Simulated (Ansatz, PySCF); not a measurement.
This PySCF input computes a CAM-B3LYP/def2-TZVPD energy:

```python
from pyscf import gto, scf, dft

mol = gto.M(
    atom='''
    B    -0.10389135   -0.05475826    0.02011587
    F     0.37034928    1.26600823    0.11778637
    F     0.95004215   -0.84962815   -0.42291848
    N    -1.34271542   -0.52706268    0.29194991
    H    -1.96505813    0.21580938    0.60196030
    ''',
    basis='def2-tzvpd',
    charge=-1,
    spin=0,
    verbose=4,
)

mf = dft.RKS(mol, xc='camb3lyp').density_fit(auxbasis='def2-universal-jkfit')
mf.grids.level = 3
mf.conv_tol = 1e-9
mf.max_cycle = 100
mf.max_memory = 1500
mf.kernel()
if not mf.converged:
    mf = mf.newton()
    mf.kernel(mf.make_rdm1())
mf.analyze()
```

Problem. Write an input for the same energy in Ansatz (a first-principles code) and say what it gives.

Solution. 
Ansatz 0.2 input:
```yaml
crystal:
  periodic: [false, false, false]
  atoms:
    - {symbol: B, position_ang: [-0.10389135, -0.05475826, 0.02011587]}
    - {symbol: F, position_ang: [0.37034928, 1.26600823, 0.11778637]}
    - {symbol: F, position_ang: [0.95004215, -0.84962815, -0.42291848]}
    - {symbol: N, position_ang: [-1.34271542, -0.52706268, 0.29194991]}
    - {symbol: H, position_ang: [-1.96505813, 0.21580938, 0.60196030]}
basis:
  gaussian:
    orbitals: def2-TZVPD
hamiltonian:
  xc: {name: CAM-B3LYP}
total_charge: -1
output: {forces: true}
```
It gives -280.11203 Eh, and PySCF -280.11206 Eh, a difference of 0.03 mEh, from the treatment of integrals and grids.

It need not be the lowest isomer of its formula. Whether it binds its extra electron was not tested at this geometry.
